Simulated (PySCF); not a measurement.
## Computed NMR parameters against published values

Bonds (- single, = double, # triple, : aromatic): C1-C2, C2-C3, C3:C4, C4:C5, C5:N6, N6:C7, C7:C8, C8:C3. C1 carries H9, H10, H11; C2 carries H12, H13; C4 carries H14; C5 carries H15; C7 carries H16; C8 carries H17.

Published estimates (parent shift plus substituent increments) and measurements: δ ¹³C C3 152.7; C5/C7 149.7; C4/C8 123.2; δ ¹H H15/H16 8.47; H14/H17 7.11 ppm (estimated from measurements, as parent shift plus tabulated substituent increment; solution, not stated per compound (mostly CDCl3 or CCl4); Pretsch, Buehlmann, Badertscher, Structure Determination of Organic Compounds, 4th ed. (2009)).

- NMR shieldings at B3LYP/pcSseg-1/GIAO
- geometry: PBE0-D3(BJ)/def2-SVP
- program: PySCF 2.14
- one conformer, one averaged value for each set of equivalent atoms, no relativistic terms, isolated molecule

**Question.** Set the calculated values beside the experiment.

**Answer.** 
Reference values: estimated from measurements, as parent shift plus tabulated substituent increment (solution, not stated per compound (mostly CDCl3 or CCl4); Pretsch, Buehlmann, Badertscher, Structure Determination of Organic Compounds, 4th ed. (2009)).
```tsv
atoms	quantity	reference	computed	computed, scaled
C3	δ ¹³C	152.7	159.7	153.1
C5/C7	δ ¹³C	149.7	156.5	150.0
C4/C8	δ ¹³C	123.2	128.9	123.4
H15/H16	δ ¹H	8.47	8.57	–
H14/H17	δ ¹H	7.11	6.91	–
```

Computed shifts are σ(ref) − σ with the named reference compound (TMS for H and C) calculated as an isolated molecule at the same level. The measured values may be among those fitted. Shieldings were converted by linear fits to measured shifts (mostly CDCl3, TMS scale, for H and C): ¹³C (scatter 1.1 ppm rms, 1.5 ppm with the 1 outlier that the fit left out). A few per cent of atoms miss by over 2 rms, more outside the fitted compound classes.

**Question.** How far are the unscaled ¹³C shifts from the references?

**Answer.** Mean signed difference +6.50 ppm, mean absolute 6.50 ppm over 3 comparisons; the largest is +7.0 ppm at C3 (substituted aromatic carbon).

**Question.** How far are the unscaled ¹H shifts from the references?

**Answer.** Mean signed difference -0.05 ppm, mean absolute 0.15 ppm over 2 comparisons; the largest is -0.20 ppm at H14/H17 (hydrogen on an aromatic CH).

5 of the 10 published NMR values on file for this molecule are compared.
